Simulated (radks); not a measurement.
Question: The mean radii <r> (bohr) of the occupied orbitals of an atom or ion are listed with their occupations. Calculated with a radial shooting solver on a logarithmic mesh with Libxc functionals: non-relativistic Kohn-Sham, PBEsol, spin-polarised, spherical densities, point nucleus.

| orbital | occ. | <r> |
|---|---|---|
| 1s up | 1 | 0.07366 |
| 1s down | 1 | 0.07366 |
| 2s up | 1 | 0.3465 |
| 2s down | 1 | 0.3464 |
| 2p up | 3 | 0.3089 |
| 2p down | 3 | 0.3087 |
| 3s up | 1 | 1.083 |
| 3s down | 1 | 1.081 |
| 3p up | 3 | 1.172 |
| 3p down | 3 | 1.167 |
| 3d up | 1 | 1.695 |
| 4s up | 1 | 3.321 |

Name the element and its charge. Open shells, if any, are filled with parallel spins first.

Answer: Z = 21, scandium, charge +1: Sc+ in [Ar] 3d1 4s1. The 1s radius gives Z: for a bare nucleus <r> = 1.5/Z, 0.07143 bohr for Z = 21, and screening makes it slightly larger (0.07366 here). The occupations add up to 20, and the charge is Z minus that.
